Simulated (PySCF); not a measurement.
**Partial charges of `C=C[SiH2]O[Si@H](N)O`**

Species: C2H9NO2Si2.
Geometry (GFN2-xTB, Å), atoms numbered from 1 in this order:
```xyz
16
C2H9NO2Si2 angstrom
C     -1.5817   -1.1453    0.7806
C     -1.6235    0.0408    1.3677
Si    -0.5083    1.5000    0.9408
O      0.6038    1.0933   -0.1550
Si     1.5370    0.2422   -1.1708
N      0.4460   -0.6294   -2.1879
O      2.5158   -0.8088   -0.4224
H     -2.2388   -1.9595    1.0521
H     -0.8808   -1.3483   -0.0142
H     -2.3517    0.1989    2.1556
H      0.2269    1.9388    2.1305
H     -1.2885    2.5807    0.3287
H      2.4683    1.1944   -1.7468
H     -0.3326   -0.1229   -2.5765
H      0.8400   -1.2352   -2.8895
H      2.1602   -1.5307    0.0899
```

Density: PBE0/pcSseg-1 (PySCF); schemes: Mulliken, IAO, Hirshfeld and ESP-fitted. The structure is a single GFN2-xTB conformer in the gas phase; no vibrational or solvent corrections.

Atoms with like bonding are taken together and averaged. Do the Mulliken, IAO, Hirshfeld and ESP-fitted schemes agree on where the charge is lowest?

The schemes don't all agree: Mulliken O4 (-0.717); IAO O4 (-0.888); Hirshfeld N6 (-0.314); ESP-fitted N6 (-1.084).

Do the Mulliken, IAO, Hirshfeld and ESP-fitted schemes agree on where the charge is highest?

All schemes agree: Mulliken Si5 (+1.126); IAO Si5 (+1.403); Hirshfeld Si5 (+0.486); ESP-fitted Si5 (+1.020).

Give the atomic charges in each scheme.

In e; atoms taken as equivalent share a row and are averaged (×n: the atom named and its like, n in all):

```
   atom             environment  Mulliken     IAO  Hirshfeld  ESP-fitted
     C1    terminal =CH2 carbon    -0.182  -0.280     -0.088      -0.295
     C2        alkene CH carbon    -0.508  -0.452     -0.146      -0.310
    Si3    oxygen-bound silicon    +0.905  +1.025     +0.403      +0.623
     O4         siloxane oxygen    -0.717  -0.888     -0.301      -0.494
    Si5    oxygen-bound silicon    +1.126  +1.403     +0.486      +1.020
     N6  silicon-bound nitrogen    -0.652  -0.866     -0.314      -1.084
     O7          silanol oxygen    -0.555  -0.792     -0.312      -0.722
     H8        vinylic hydrogen    +0.116  +0.148     +0.047      +0.149
     H9        vinylic hydrogen    +0.132  +0.146     +0.029      +0.159
    H10        vinylic hydrogen    +0.126  +0.151     +0.041      +0.150
    H11           Si–H hydrogen    -0.129  -0.152     -0.084      -0.134
    H12           Si–H hydrogen    -0.134  -0.154     -0.086      -0.131
    H13           Si–H hydrogen    -0.152  -0.185     -0.089      -0.174
H14/H15            N–H hydrogen    +0.192  +0.267     +0.119      +0.397
    H16       hydroxyl hydrogen    +0.241  +0.364     +0.177      +0.448
```

Mean size of the charges over all atoms: IAO 0.471 e, ESP-fitted 0.418 e, Mulliken 0.379 e, Hirshfeld 0.178 e. Each set sums to the total charge, 0, to within 0.001 e. The Mulliken scheme gives each basis function's population to the atom it is centred on and halves the overlap population of two atoms between them. The IAO scheme projects the occupied orbitals on a minimal set of polarised atomic orbitals and counts the electrons in each atom's part of it.

How closely do the schemes follow one another over all atoms?

Correlation coefficient and root-mean-square difference: Mulliken with IAO 0.99, 0.129 e; IAO with Hirshfeld 0.99, 0.385 e; Mulliken with Hirshfeld 0.99, 0.273 e; Hirshfeld with ESP-fitted 0.96, 0.304 e; IAO with ESP-fitted 0.96, 0.190 e; Mulliken with ESP-fitted 0.93, 0.183 e.

How many electrons does the Hirshfeld scheme count on O4?

Z − q = 8 − (-0.301) = 8.301.
